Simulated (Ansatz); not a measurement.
A series at Sn: from `[Cl][SnH]([Cl])[Cl]`, ligands are replaced one by one, each step taking up H₂ and setting free HCl; n counts the steps. Ansatz, PBE0-D4/def2-TZVP geometries.

| n | molecule | HOMO energy, ωB97M-V/def2-TZVPP (eV) |
| --- | --- | --- |
| 0 | `[Cl][SnH]([Cl])[Cl]` | -11.69 |
| 1 | `[Cl][SnH2][Cl]` | -11.15 |
| 2 | `[Cl][SnH3]` | ? |
| 3 | `[SnH4]` | -11.38 |

**Question.** By hand: fit a straight line y = ȳ + b (n − n̄) to the 3 given rows and predict n = 2.

**Answer.** n̄ = 1.333, ȳ = -11.407; Σ(n − n̄)(y − ȳ) = 0.337, Σ(n − n̄)² = 4.667, so b = 0.072 eV a step. Prediction: -11.407 + (0.072) × (0.667) = -11.36 eV.

**Question.** By hand: compare with the computed value, -10.86 eV, and give the steps along the whole series.

**Answer.** The line misses by 0.50 eV (computed minus predicted). Steps: 0.54, 0.29, -0.52 eV.

The steps change sign along the series, so a line is a poor guide. The highest orbital can change its character along such a series. The miss is 60.2 % of the series' range.
